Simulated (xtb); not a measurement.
Si(F)2(I)(OMe) (CH3F2IOSi), SMILES CO[Si](F)(F)I. All values are semi-empirical tight-binding results from xtb (GFN2-xTB unless named), good for trends rather than for accurate numbers. The structure is a stationary point at GFN2-xTB. This is a generated structure with no PubChem entry under its InChIKey; it may be hypothetical. The values are those of a single conformer.

Computed properties:
```yaml
orbital_gap: 6.85 eV
zero_point_energy: 30.4 kcal/mol
G − E(el) at 298.15 K (modified RRHO): 8.2 kcal/mol
static polarisability (D4 model): 87.4 bohr³
solvation energy, GFN2-xTB/ALPB(water): -1.2 kcal/mol
solvation energy, GFN2-xTB/ALPB(chcl3): -5.6 kcal/mol
```
